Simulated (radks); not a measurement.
Mg9+, 3 electrons, occupied as [He] 2s1 (the NIST ground configuration). All-electron calculation, scalar-relativistic Kohn-Sham, PBE, spin-polarised, spherical densities, finite nucleus; open shells are filled with parallel spins first; Fermi nuclear charge, rms radius 3.057 fm. Program: a radial shooting solver on a logarithmic mesh with Libxc functionals.

Radial electron density D(r) = 4 pi r^2 rho(r):

r (bohr),D(r) (e/bohr),spin D(r)
0.01099,1.295,0.0638
0.01342,1.819,0.0894
0.01626,2.491,0.122
0.0197,3.362,0.164
0.02387,4.458,0.216
0.02916,5.850,0.281
0.03533,7.396,0.349
0.0428,9.063,0.418
0.05186,10.70,0.475
0.06335,12.11,0.505
0.07676,12.88,0.487
0.093,12.82,0.408
0.1127,11.75,0.271
0.1376,9.679,0.106
0.1668,7.154,0.00257
0.2021,4.711,0.0594
0.2448,2.923,0.362
0.2991,2.041,0.931
0.3624,1.951,1.56
0.4391,2.091,1.99
0.532,1.983,1.96
0.6498,1.469,1.47
0.7873,0.8277,0.828
0.954,0.3375,0.337
1.156,0.09393,0.0939
1.412,0.01522,0.0152
1.711,0.001513,0.00151

D(r) has 2 maxima, at r = 0.0831, 0.461 bohr, and minima at 0.337 bohr, inside which lie 2.10 electrons.
